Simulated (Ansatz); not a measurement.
Ansatz (an electronic-structure program) input file for C3H14Si3, SMILES C[SiH2]CC[SiH2][SiH3], PBE-D3(BJ)/def2-SVP. 

Ansatz 0.2 input:
```yaml
crystal:
  periodic: [false, false, false]
  atoms:
    - {symbol: C, position_ang: [-3.38403058, -1.75611382, -0.63911411]}
    - {symbol: Si, position_ang: [-2.59718946, -0.23178086, 0.14443565]}
    - {symbol: C, position_ang: [-0.76860595, -0.07805352, -0.32615353]}
    - {symbol: C, position_ang: [-0.06590823, 1.14752781, 0.29022399]}
    - {symbol: Si, position_ang: [1.75899277, 1.31741015, -0.20757071]}
    - {symbol: Si, position_ang: [2.96125199, -0.61076153, 0.40436221]}
    - {symbol: H, position_ang: [-4.44732892, -1.84086864, -0.36345033]}
    - {symbol: H, position_ang: [-3.32169988, -1.70933388, -1.73845508]}
    - {symbol: H, position_ang: [-2.87389709, -2.67532161, -0.30830180]}
    - {symbol: H, position_ang: [-3.31707911, 1.00256153, -0.29920780]}
    - {symbol: H, position_ang: [-2.70658497, -0.30711378, 1.63477246]}
    - {symbol: H, position_ang: [-0.26019206, -1.01084363, -0.02120591]}
    - {symbol: H, position_ang: [-0.69754619, -0.05019343, -1.42870974]}
    - {symbol: H, position_ang: [-0.11586980, 1.10750051, 1.39273153]}
    - {symbol: H, position_ang: [-0.58514293, 2.07827684, 0.00026319]}
    - {symbol: H, position_ang: [1.86386857, 1.50276097, -1.68857239]}
    - {symbol: H, position_ang: [2.37493357, 2.51088953, 0.45127726]}
    - {symbol: H, position_ang: [2.77208756, -0.89085692, 1.86086458]}
    - {symbol: H, position_ang: [4.42191337, -0.44408580, 0.14104936]}
    - {symbol: H, position_ang: [2.48103253, -1.80168292, -0.35997338]}
basis:
  gaussian:
    orbitals: def2-SVP
hamiltonian:
  xc: pbe
  dispersion: d3bj
relax: {f_tol: 0.002, max_steps: 200}
```

It prints:

```
WARN ansatz: RAYON_NUM_THREADS=2 ignored (pool sized by the plan → 2); use --threads N
Functional definition: PBE
integrals: 0.13 GiB planned
1874 factors; their error is unknown
mean field: 0.66 GiB planned
mean field evaluation 1: about -26930.2180 eV, gradient 7.6e1 eV
mean field evaluation 2: about -26904.7128 eV, gradient 1.2e2 eV
mean field evaluation 4: about -26945.0298 eV, gradient 9.1e0 eV
mean field evaluation 8: about -26945.2536 eV, gradient 4.5e-1 eV
mean field evaluation 16: about -26945.1249 eV, gradient 6.1e-4 eV
mean field -26945.12493678 eV, -990.2150773648 hartree, gradient 4.2e-5 eV, S^2 0.000000; 0 other end points of the search recorded, 0 dependent functions left out
the calculation of the forces begins
reference -26945.12498861 eV, -990.2150792697 hartree; 37, 37 occupied and 129, 129 virtual orbitals, 1874 factors
relax step   1: F+E_penalty+E_count = -26945.62791931 eV  Δ(F+E_penalty+E_count) = +0.000e0 eV  max|allowed force component| = 2.495e-1 eV/Å  Δτ_max = 0.0000 Å  (29 SCF iters, accepted)
these checks for a lower state are left out or cut short: starts, cluster_reference, orbital_swaps, neighbouring_geometries, increment
integrals: 0.13 GiB planned
1874 factors; their error is unknown
mean field: 0.66 GiB planned
mean field -26945.14291095 eV, -990.2157379036 hartree, gradient 1.3e-5 eV, S^2 0.000000; 0 other end points of the search recorded, 0 dependent functions left out
the calculation of the forces begins
reference -26945.14296292 eV, -990.2157398133 hartree; 37, 37 occupied and 129, 129 virtual orbitals, 1874 factors
relax step   2: F+E_penalty+E_count = -26945.64436205 eV  Δ(F+E_penalty+E_count) = -1.644e-2 eV  max|allowed force component| = 7.936e-2 eV/Å  Δτ_max = 0.0154 Å  (30 SCF iters, accepted)
these checks for a lower state are left out or cut short: starts, cluster_reference, orbital_swaps, neighbouring_geometries, increment
integrals: 0.13 GiB planned
1874 factors; their error is unknown
mean field: 0.66 GiB planned
mean field evaluation 32: about -26945.1451 eV, gradient 2.2e-5 eV
mean field -26945.14506793 eV, -990.2158171713 hartree, gradient 2.2e-5 eV, S^2 0.000000; 0 other end points of the search recorded, 0 dependent functions left out
the calculation of the forces begins
reference -26945.14511993 eV, -990.2158190823 hartree; 37, 37 occupied and 129, 129 virtual orbitals, 1874 factors
relax step   3: F+E_penalty+E_count = -26945.64582769 eV  Δ(F+E_penalty+E_count) = -1.466e-3 eV  max|allowed force component| = 1.922e-2 eV/Å  Δτ_max = 0.0081 Å  (23 SCF iters, accepted)
these checks for a lower state are left out or cut short: starts, cluster_reference, orbital_swaps, neighbouring_geometries, increment
integrals: 0.13 GiB planned
1874 factors; their error is unknown
mean field: 0.66 GiB planned
mean field -26945.14521768 eV, -990.2158226742 hartree, gradient 1.2e-5 eV, S^2 0.000000; 0 other end points of the search recorded, 0 dependent functions left out
the calculation of the forces begins
reference -26945.14526967 eV, -990.2158245850 hartree; 37, 37 occupied and 129, 129 virtual orbitals, 1874 factors
relax step   4: F+E_penalty+E_count = -26945.64587160 eV  Δ(F+E_penalty+E_count) = -4.391e-5 eV  max|allowed force component| = 1.066e-2 eV/Å  Δτ_max = 0.0078 Å  (23 SCF iters, accepted)
these checks for a lower state are left out or cut short: starts, cluster_reference, orbital_swaps, neighbouring_geometries, increment
integrals: 0.13 GiB planned
1874 factors; their error is unknown
mean field: 0.66 GiB planned
mean field -26945.14537867 eV, -990.2158285908 hartree, gradient 1.1e-5 eV, S^2 0.000000; 0 other end points of the search recorded, 0 dependent functions left out
the calculation of the forces begins
reference -26945.14543066 eV, -990.2158305013 hartree; 37, 37 occupied and 129, 129 virtual orbitals, 1874 factors
relax step   5: F+E_penalty+E_count = -26945.64589015 eV  Δ(F+E_penalty+E_count) = -1.855e-5 eV  max|allowed force component| = 1.606e-3 eV/Å  Δτ_max = 0.0073 Å  (23 SCF iters, accepted)
these checks for a lower state are left out or cut short: starts, cluster_reference, orbital_swaps, neighbouring_geometries, increment
integrals: 0.13 GiB planned
1874 factors; their error is unknown
mean field: 0.66 GiB planned
mean field -26945.14553935 eV, -990.2158344955 hartree, gradient 2.0e-5 eV, S^2 0.000000; 0 other end points of the search recorded, 0 dependent functions left out
the calculation of the forces begins
reference -26945.14559133 eV, -990.2158364057 hartree; 37, 37 occupied and 129, 129 virtual orbitals, 1874 factors
relax step   6: F+E_penalty+E_count = -26945.64589884 eV  Δ(F+E_penalty+E_count) = -8.684e-6 eV  max|allowed force component| = 2.569e-3 eV/Å  Δτ_max = 0.0098 Å  (22 SCF iters, accepted)
these checks for a lower state are left out or cut short: starts, cluster_reference, orbital_swaps, neighbouring_geometries, increment
integrals: 0.13 GiB planned
1874 factors; their error is unknown
mean field: 0.66 GiB planned
mean field -26945.14565761 eV, -990.2158388413 hartree, gradient 1.7e-5 eV, S^2 0.000000; 0 other end points of the search recorded, 0 dependent functions left out
the calculation of the forces begins
reference -26945.14570958 eV, -990.2158407512 hartree; 37, 37 occupied and 129, 129 virtual orbitals, 1874 factors
relax step   7: F+E_penalty+E_count = -26945.64590102 eV  Δ(F+E_penalty+E_count) = -2.179e-6 eV  max|allowed force component| = 3.398e-3 eV/Å  Δτ_max = 0.0084 Å  (21 SCF iters, accepted)
these checks for a lower state are left out or cut short: starts, cluster_reference, orbital_swaps, neighbouring_geometries, increment
integrals: 0.13 GiB planned
1874 factors; their error is unknown
mean field: 0.66 GiB planned
mean field -26945.14565860 eV, -990.2158388780 hartree, gradient 1.5e-5 eV, S^2 0.000000; 0 other end points of the search recorded, 0 dependent functions left out
the calculation of the forces begins
reference -26945.14571058 eV, -990.2158407879 hartree; 37, 37 occupied and 129, 129 virtual orbitals, 1874 factors
relax step   8: F+E_penalty+E_count = -26945.64590514 eV  Δ(F+E_penalty+E_count) = -4.119e-6 eV  max|allowed force component| = 1.485e-3 eV/Å  Δτ_max = 0.0018 Å  (21 SCF iters, accepted)
integrals: 0.13 GiB planned
1874 factors; their error is unknown
mean field: 0.66 GiB planned
mean field evaluation 64: about -26945.1457 eV, gradient 1.5e-5 eV
mean field -26945.14565860 eV, -990.2158388780 hartree, gradient 1.5e-5 eV, S^2 0.000000; 1 other end points of the search recorded, 0 dependent functions left out
the calculation of the forces begins
reference -26945.14571058 eV, -990.2158407879 hartree; 37, 37 occupied and 129, 129 virtual orbitals, 1874 factors
Total energy: -26945.64595711 eV, -990.2342245089 hartree
Atom 0 at    -3.402069    -1.760426    -0.643058 Å, force    -0.000679     0.000217    -0.000040 eV/Å
Atom 1 at    -2.605698    -0.234808     0.140342 Å, force     0.000208    -0.000020     0.000092 eV/Å
Atom 2 at    -0.769864    -0.079189    -0.332458 Å, force     0.001485    -0.000092    -0.000504 eV/Å
Atom 3 at    -0.069396     1.143953     0.290716 Å, force    -0.001148     0.000525     0.000632 eV/Å
Atom 4 at     1.764325     1.317663    -0.201687 Å, force     0.000877    -0.000904    -0.000342 eV/Å
Atom 5 at     2.979309    -0.605376     0.409583 Å, force    -0.000392    -0.000931     0.000715 eV/Å
Atom 6 at    -4.470906    -1.841311    -0.359750 Å, force     0.000161    -0.000101    -0.000198 eV/Å
Atom 7 at    -3.345013    -1.712760    -1.749609 Å, force     0.000224     0.000076     0.000005 eV/Å
Atom 8 at    -2.890379    -2.687218    -0.312538 Å, force     0.000166     0.000108    -0.000148 eV/Å
Atom 9 at    -3.329216     1.013614    -0.302992 Å, force     0.000155    -0.000001     0.000034 eV/Å
Atom 10 at    -2.712897    -0.308718     1.644203 Å, force     0.000028    -0.000105    -0.000088 eV/Å
Atom 11 at    -0.259561    -1.021517    -0.030822 Å, force    -0.000253     0.000435     0.000114 eV/Å
Atom 12 at    -0.700804    -0.047858    -1.442834 Å, force    -0.000126    -0.000096     0.000333 eV/Å
Atom 13 at    -0.120809     1.103892     1.400982 Å, force     0.000854    -0.000312    -0.000345 eV/Å
Atom 14 at    -0.586027     2.085169    -0.000291 Å, force    -0.000105    -0.000414     0.000316 eV/Å
Atom 15 at     1.876774     1.505210    -1.695242 Å, force    -0.000516     0.000167     0.000031 eV/Å
Atom 16 at     2.383579     2.522445     0.463422 Å, force    -0.000112     0.000337    -0.000473 eV/Å
Atom 17 at     2.812873    -0.879345     1.883031 Å, force     0.000025     0.000231    -0.000269 eV/Å
Atom 18 at     4.448193    -0.437282     0.121865 Å, force    -0.000619     0.000706    -0.000122 eV/Å
Atom 19 at     2.490593    -1.816220    -0.343600 Å, force    -0.000233     0.000175     0.000259 eV/Å
Dipole moment:    -0.154775    -0.089998    -0.078176 e Å
```

Self-consistency was reached.
